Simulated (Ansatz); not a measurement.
`CC(F)(F)CC(F)F` + HCl → `CC(F)(F)Cl` + `CC(F)F`  (substitution at a C–C bond)

Gas-phase electronic energies from Ansatz, PBE0-D4/def2-TZVP geometries. CCSD(T)/CBS adds triple-zeta CCSD(T) − MP2 to the extrapolated MP2 energy (def2 sets, frozen cores). This one scheme is used for every species. Functionals use def2-TZVPP. B3LYP here is the variant with VWN-RPA as its local correlation; programs differ in this. Each species was taken in one conformer, which may not be the lowest.

(1) Is it downhill or uphill in electronic energy at CCSD(T)/CBS, and by how much? (An estimate is asked.)

(2) What do these levels give: B97M-V, PBE0-D4, B3LYP-D4, r2SCANh-D4, PBE-QIDH, B3LYP, r2SCAN0, BHLYP, RPA@PBE/def2-TZVPP, MP2/def2-SVP, HF/def2-QZVPP, CCSD/CBS(def2)? (An estimate is asked.)

Largest T1 diagnostic among the species: 0.011.

## Answers

(1) Computed: Uphill: ΔE = +6.9 kcal/mol.

(2) Computed: B97M-V 5.2, PBE0-D4 5.1, B3LYP-D4 5.1, r2SCANh-D4 4.9, PBE-QIDH 5.9, B3LYP 3.7, r2SCAN0 5.1, BHLYP 5.6, RPA@PBE/def2-TZVPP 7.8, MP2/def2-SVP 8.2, HF/def2-QZVPP 5.8, CCSD/CBS(def2) 7.3 kcal/mol.

From PBE to PBE0 (25 % exact exchange), in def2-TZVPP and without D4, ΔE moves by +1.5 kcal/mol. Leaving LDA and LC-ωPBE aside and taking each functional with its dispersion term where it has one, the values, not all of them listed here, spread over 2.9 kcal/mol, from revPBE-D4 to BHLYP-D4. LDA lies +2.7 kcal/mol from PBE without D4.
